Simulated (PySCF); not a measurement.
# Static response to an electric field

Compound: C4H2ClFO2S2.
Structure used (GFN2-xTB), in Å, numbered top down from 1:
```
atom  x, y, z in Å
O1     2.4219    1.5413   -0.8538
S2     2.1099    0.4109   -0.0454
O3     2.6572    0.2935    1.2604
Cl4    2.6609   -1.2413   -1.0856
C5     0.3671    0.2280   -0.0365
S6    -0.5311    1.1668   -1.1465
C7    -1.9924    0.4435   -0.6066
C8    -1.7991   -0.4804    0.3753
C9    -0.4307   -0.6042    0.6951
F10    0.0383   -1.4463    1.6075
H11   -2.9264    0.7380   -1.0421
H12   -2.5744   -1.0503    0.8522
```

Level: CAM-B3LYP/def2-SVPD (PySCF), static field, nuclei fixed, core orbitals frozen in the response. The polarisability tensor in these axes (au):

```
x   123.33  -2.66  -1.96
y    -2.66  93.66 -10.13
z    -1.96 -10.13  89.94
```

Q: Diagonalise the tensor; give its mean and Δα, where Δα² is half the sum of the squared differences of the eigenvalues.

A: Principal values 81.25, 102.07 and 123.60 au; mean 102.31 au = 15.16 Å³ = 16.87 × 10⁻⁴⁰ C²·m²/J; Δα = 36.68 au (36 % of the mean).

Q: What is the dipole moment, and where does it point?

A: (-5.34, -0.78, -1.33) D, 5.56 D in size, pointing from the negative to the positive side. Measured along this direction, the outermost atoms are O3 at the negative end and H11 at the positive end.

Q: Form Σ f/ω² (atomic units) for the 8 lowest TDDFT singlets, given as eV and f, and set it beside the mean polarisability, which is this sum over all singlets: 5.22, 0.1510; 5.40, 0.0801; 5.86, 0.0054; 6.09, 0.0474; 6.19, 0.0096; 6.54, 0.0160; 6.61, 0.0008; 6.70, 0.0016.

A: They add up to 7.70 au, 7.5 % of the 102.31 au; the largest single term is 4.10 au, from the state at 5.22 eV. Terms in order: 4.10, 2.03, 0.12, 0.95, 0.18, 0.28, 0.01, 0.03 au. Higher excitations give the rest. The strengths listed sum to 0.312.

Q: Give the principal axes and the span of the nuclei along them.

A: Largest value along (1.00, -0.08, -0.03), where the nuclei span 5.72 Å; middle along (0.04, 0.76, -0.64), 3.95 Å; least along (0.08, 0.64, 0.76), 2.78 Å. The response follows the extents in order.

Q: In a dilute gas of rigid molecules at 273 K, how does the orientational term μ²/3kT compare with the electronic polarisability?

A: In Gaussian units μ²/3kT = 273.54 Å³ against 15.16 Å³, a ratio of 18.04; the Debye molar polarisation (4π/3)N_A(α + μ²/3kT) is 728.3 cm³/mol, leaving out the vibrational part.

Q: Find the Langevin capture rate constant for H3+ (3.023 u) meeting this molecule (199.917 u), k = 2.342 × 10⁻⁹ cm³/s × √(α in Å³ / reduced mass in u).

A: The reduced mass is 2.98 u, so k = 5.28 × 10⁻⁹ cm³/s. The formula leaves out the permanent dipole, which adds to the capture rate.

Q: Estimate the molar refractivity from the static electronic polarisability.

A: Lorentz–Lorenz: R = (4π/3)N_A α = 2.5225 cm³/(mol·Å³) × 15.16 Å³ = 38.2 cm³/mol, in the limit of long wavelengths.

One conformer (not necessarily the lowest) at the GFN2-xTB geometry, without solvent, vibrations or thermal averaging.
